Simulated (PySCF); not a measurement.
Spectrum to structure. Computed with TDDFT CAM-B3LYP/def2-SVPD, vertical, gas phase, core orbitals frozen in the response in PySCF 2.14.0, density-fitted response routines. Geometries: PBE0-D3(BJ)/def2-SVP, one conformer each.

```csv
state,E (eV),f
S1,7.66,0.0000
S2,7.97,0.0057
S3,7.99,0.0021
S4,8.74,0.0096
S5,8.86,0.0062
S6,9.15,0.015
S7,9.29,0.075
S8,9.34,0.034
S9,9.40,0.025
S10,9.49,0.038
```

Orbital energies (eV): HOMO-3 -11.14, HOMO-2 -11.06, HOMO-1 -10.55, HOMO -10.38, LUMO 0.97, LUMO+1 1.72, LUMO+2 1.78.

Question: Which candidate is it? All have the formula C7H13N.
A. `[H]/N=C/[C@H](C)C/C=C/C`
B. `C[C@H](C#N)C(C)(C)C`
C. `N1(C2CC2)CCCC1`
D. `C1CC(N=C(C)C)C1`

Answer: B. Its S1, at 7.66 eV, is the highest among the candidates; the nearest of the others has S1 at 6.25 eV. S1 is HOMO-1→LUMO+4 (22%), HOMO→LUMO+5 (16%), HOMO-1→LUMO+2 (14%). Löwdin shares by element: HOMO carbon 46% or more, nitrogen 27% (atoms not listed hold the other 27%); LUMO carbon 22% or more, hydrogen 15% or more (atoms not listed hold the other 63%). At the same level the other candidates give, for their lowest levels:
- `[H]/N=C/[C@H](C)C/C=C/C`: 5.35 eV (f 0.004); 6.75 eV (f 0.089); 6.92 eV (f 0.153); 7.12 eV (f 0.148); 7.21 eV (f 0.010); HOMO -8.32, LUMO 1.02 eV
- `CC(C)=NC1CCC1`: 5.04 eV (f 0.001); 6.80 eV (f 0.032); 7.10 eV (f 0.272); 7.43 eV (f 0.048); 7.54 eV (f 0.075); HOMO -8.21, LUMO 1.08 eV
- `C1CCN(C2CC2)C1`: 6.25 eV (f 0.028); 6.60 eV (f 0.004); 6.88 eV (f 0.001); 7.23 eV (f 0.006); 7.61 eV (f 0.002); T1 6.16 eV; HOMO -7.60, LUMO 1.40 eV

Shape of the structure used: `[CH3:1][C@H:2]([C:3]#[N:4])[C:5]([CH3:6])([CH3:7])[CH3:8]`: C1–C2–C5–C6 63°.
Triplets come from the Tamm–Dancoff approximation.
